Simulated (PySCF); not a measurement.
This PySCF input asks for the NMR shieldings of `CB([SiH3])c1ccc(C)o1`, C$_{6}$H$_{11}$BOSi; the geometry comes from GFN2-xTB.

```python
import basis_set_exchange as bse
import numpy as np
from pyscf import gto, dft
from pyscf.prop import nmr

atoms = """
C    -2.617459   -1.010842   -1.000865
B    -1.584751   -0.030588   -0.317500
Si   -2.156757    1.518465    0.749195
C    -0.093694   -0.335432   -0.429729
C     0.631157   -1.321681   -1.078362
C     1.989476   -1.094243   -0.813199
C     2.037445    0.021482   -0.013269
C     3.190417    0.730887    0.600595
O     0.805344    0.475606    0.216382
H    -2.932963   -1.749113   -0.260638
H    -3.527275   -0.512515   -1.330999
H    -2.216764   -1.571294   -1.843111
H    -3.484324    2.045923    0.384036
H    -1.266470    2.688437    0.680276
H    -2.267410    1.210247    2.187275
H     0.224690   -2.113215   -1.675439
H     2.826381   -1.665498   -1.161308
H     3.404744    0.322459    1.588815
H     4.076065    0.614572   -0.018298
H     2.956999    1.787022    0.713712
"""
names = dict.fromkeys(["C", "B", "Si", "O", "H"], "pcSseg-1")
basis = {el: gto.basis.parse(bse.get_basis(n, elements=[el], fmt="nwchem")) for el, n in names.items()}
mol = gto.M(atom=atoms, basis=basis, charge=0, verbose=0)
mf = dft.RKS(mol, xc="PBE0")
mf.grids.level = 2
mf.grids.alignment = dft.numint.BLKSIZE   # the property module wants whole blocks of grid points
mf.conv_tol = 1e-9
mf.kernel()

calc = nmr.RKS(mf)   # GIAO
C = mf.mo_coeff
Co = C[:, mf.mo_occ > 0]
resp = mf.gen_response(singlet=True, hermi=2)
def vind(x):   # induced exchange potential for any number of trial vectors
    d = np.einsum("pi,xij,qj->xpq", C, 2 * x.reshape(-1, C.shape[1], Co.shape[1]), Co, optimize=True)
    return np.einsum("xpq,pi,qj->xij", resp(d - d.transpose(0, 2, 1)), C, Co, optimize=True).ravel()
mo1, _ = nmr.rhf.solve_mo1(calc, with_cphf=vind)
sigma = calc.kernel(mo1)
for i, s in enumerate(sigma):   # ppm
    print("%2d %-2s %9.2f" % (i, mol.atom_pure_symbol(i), np.trace(s) / 3))
```

Q: Give the expected output.

A: 
```
 0 C     173.15
 1 B      27.77
 2 Si    464.81
 3 C      11.15
 4 C      51.36
 5 C      69.78
 6 C      16.68
 7 C     170.12
 8 O      -3.82
 9 H      30.83
10 H      30.08
11 H      30.17
12 H      28.31
13 H      27.84
14 H      27.94
15 H      23.99
16 H      25.12
17 H      29.05
18 H      29.18
19 H      29.03
```

These numbers come from an equivalent density-fitted implementation of the same equations, which agrees with the script to about 0.01 ppm for H and up to a few tenths of a ppm for heavy atoms, so last digits may differ.

Size and cost of the density-fitted run: 215 basis functions, 2.9 min wall time on 1 thread of an Intel Xeon, shared host; peak memory 1 GiB.
